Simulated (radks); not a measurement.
The numbers below are computed, except where a source is named.
Spin polarisation of the 4f7 shell in Eu. Start: [Xe] 4f(up 3.5, down 3.5) 6s2; electrons of 4f are moved from spin down to spin up, other shells keep equal spins. Code: a radial shooting solver on a logarithmic mesh with Libxc functionals. Model: scalar-relativistic Kohn-Sham, PBE, spin-polarised, spherical densities, finite nucleus; Fermi nuclear charge, rms radius of each element as measured or else 0.836 A^(1/3) + 0.57 fm.

moment (Bohr magnetons)  E - E(0) (eV)  e(4f up) (eV)  e(4f down) (eV)  6s down minus up (eV)  5p down minus up (eV)
0                                0.000         -2.720           -2.720                  0.000                  0.000
1                               -0.173         -3.048           -2.359                  0.033                  0.326
2                               -0.690         -3.342           -1.965                  0.067                  0.652
3                               -1.550         -3.600           -1.538                  0.102                  0.981
4                               -2.753         -3.818           -1.077                  0.138                  1.312
5                               -4.293         -3.989           -0.577                  0.176                  1.646
6                               -6.165         -4.101           -0.032                  0.217                  1.985

At moment 6 the spin-polarisation energy is -6.165 eV and the 4f exchange splitting 4.069 eV, that is 0.678 eV per Bohr magneton; E = -I m^2/4 would give I = 0.685 eV.
